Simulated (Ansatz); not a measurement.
Geometry optimisation, RKS r2SCAN/def2-SVP (Ansatz).

Input file:

```yaml
crystal:
  periodic: [false, false, false]
  atoms:
    - { symbol: Sn, position_ang: [0.0, 0.0, 0.0] }
    - { symbol: H, position_ang: [0.0, 0.0, 2.09] }
    - { symbol: O, position_ang: [1.8483, 0.0, -0.6527] }
    - { symbol: H, position_ang: [2.1646, -0.9521, -0.7693] }
    - { symbol: O, position_ang: [-0.9232, 1.5994, -0.6527] }
    - { symbol: H, position_ang: [-1.881, 1.3686, -0.8751] }
    - { symbol: O, position_ang: [-0.9232, -1.5994, -0.6527] }
    - { symbol: H, position_ang: [-1.3778, -2.065, 0.1197] }
    - { symbol: Cl, position_ang: [1.4213, 2.1433, 0.8545] }
    - { symbol: H, position_ang: [0.5725, 0.8633, 2.0916] }
basis:
  gaussian: { orbitals: def2-SVP }
hamiltonian:
  xc: r2scan
relax:
  f_tol: 0.15
  max_steps: 25
  restrain:
    - { distance: [0, 8], at: 3.61, k: 30.0 }
    - { distance: [9, 1], at: 1.86, k: 30.0 }
    - { distance: [0, 1], at: 1.74, k: 30.0 }
    - { distance: [9, 8], at: 1.37, k: 30.0 }
```

Run as:

```bash
$ ansatz run input.yaml --threads 4 --pin off --max-ram 5120MiB --backend cpu --events-out ev --progress --plain --runs-dir out
```

Where does it end, and by what steps?

It converged. The restraints hold the end off the free minimum; the threshold counts their pulls, which the force column leaves out. Restrained pairs: Sn1–Cl9 (2.71 → 3.61 Å), H2–H10 (1.04 → 1.86 Å), Sn1–H2 (2.09 → 1.73 Å), Cl9–H10 (1.97 → 1.33 Å). After 11 steps the energy has fallen by 2.170 eV (the restraints' own energy left out); Cl9 moved furthest, 1.00 Å.

```
step  energy less start (eV)  largest force component (eV/Å)  accepted
   0                  0.0000                           3.009       yes
   1                 -0.0599                           3.969       yes
   2                 -0.5413                           5.432       yes
   3                 -1.2837                           4.855       yes
   4                 -1.7667                           2.393       yes
   5                 -1.9600                           1.343       yes
   6                 -2.0098                           1.214       yes
   7                 -2.0805                           1.032       yes
   8                 -2.1158                           0.976       yes
   9                 -2.1409                           0.971       yes
  10                 -2.1637                           0.861       yes
  11                 -2.1699                           0.875       yes
```

```xyz
10
Properties=species:S:1:pos:R:3
Sn -0.081 -0.180 0.157
H 0.049 0.029 1.870
O 1.614 -0.131 -0.852
H 1.728 -0.989 -1.291
O -1.343 1.209 -0.465
H -1.265 1.352 -1.419
O -0.737 -1.984 -0.359
H -1.657 -2.128 -0.097
Cl 1.693 2.546 1.724
H 0.900 1.635 2.284
```

Run time: 29 s on 4 threads of Arm Neoverse V2, on a shared host, peak memory 0.19 GiB.
